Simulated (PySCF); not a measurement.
Structure problem from calculated spectra and properties.

Elements present: C, H, N and Si. Monoisotopic mass: 159.1443 u.

| Item | Value |
| --- | --- |
| 13C NMR | chemical shifts (computed TMS as zero) by class: 57.3 (1 C), 47.7 (1 C), 39.5 (1 C), 28.1 (2 C), 26.6 (2 C), 11.3 (1 C) ppm [GIAO B3LYP/pcSseg-1] |
| Dipole | 1.35 D [B3LYP/pcSseg-1] |
| Rotational structure | rotational constants A, B, C: 1.357, 0.875, 0.779 GHz [PBE0-D3(BJ)/def2-SVP] |
| 1H NMR | chemical shifts (computed TMS as zero) by class: 4.44 (3 H), 2.94 (1 H), 1.42 (2 H), 1.15 (6 H), 1.08 (6 H), 1.01 (3 H) ppm [GIAO B3LYP/pcSseg-1] |
| NMR, other nuclei | isotropic shieldings of nuclei other than C and H, by class: 202 (1 N), 412 (1 Si) ppm [GIAO B3LYP/pcSseg-1] |

Electronic properties: PySCF, gas phase, density fitting. Levels stand in brackets. One conformer (not necessarily the lowest) at the PBE0-D3(BJ)/def2-SVP geometry, without solvent, vibrations or thermal averaging. NMR classes are plain means over equivalent atoms (diastereotopic ones count apart unless rotation or inversion swaps them), as if these changed places fast.

**Question.** Which formula fits the mass and the elements?

**Answer.** C8H21NSi (calculated 159.1443). No other formula that holds each of these elements comes within 0.0003 u with a fitting electron parity and a possible valence count.

**Question.** What is the compound? Reason from the data.

**Answer.** Numbering: `[CH3:1][CH2:2][C:3]([CH3:4])([CH3:5])[N:6]([SiH3:7])[CH:8]([CH3:9])[CH3:10]`. Its formula, C8H21NSi, gives 0 degrees of unsaturation, so no ring and no π bond. 8 carbons fall into 6 classes; from least to most shielded: sp3 carbon bound to nitrogen [C3] (57.3 ppm), sp3 carbon bound to nitrogen [C8] (47.7 ppm), chain CH2 carbon [C2] (39.5 ppm), methyl carbon [C4/C5] (28.1 ppm, 2 C, up to 2.8 ppm apart in this geometry), methyl carbon [C9/C10] (26.6 ppm, 2 C), methyl carbon [C1] (11.3 ppm). Hydrogen classes from least to most shielded: 3 H on an SiH3 silicon, Si7 (4.44 ppm), 1 H on an sp3 carbon bound to nitrogen, C8 (2.94 ppm), 2 H on a chain CH2 carbon, C2 (1.42 ppm, a mean of values up to 0.5 ppm apart in this geometry), 6 H on 2 methyl carbons, C9/C10 (1.15 ppm, a mean of values up to 0.5 ppm apart in this geometry), 6 H on 2 methyl carbons, C4/C5 (1.08 ppm, a mean of values up to 0.8 ppm apart in this geometry), 3 H on a methyl carbon, C1 (1.01 ppm). The other shieldings belong to: 202 ppm, silicon-bound nitrogen [N6]; 412 ppm, SiH3 silicon [Si7]. The optimised geometry has point group C1 and is an asymmetric top. Structure: `CCC(C)(C)N([SiH3])C(C)C`. Computed isomers that give other values at the same levels: `CC[SiH2]N(C(C)C)C(C)C` (rotational constant A: 1.197 GHz; this holds for the one conformer computed). The assignments are read from this structure; whether some other isomer fits the data as well wasn't checked.

Shape of the structure used: `[CH3:1][CH2:2][C:3]([CH3:4])([CH3:5])[N:6]([SiH3:7])[CH:8]([CH3:9])[CH3:10]`: C1–C2–C3–C4 -53°, C2–C3–N6–Si7 33°, C3–N6–C8–C9 124°.
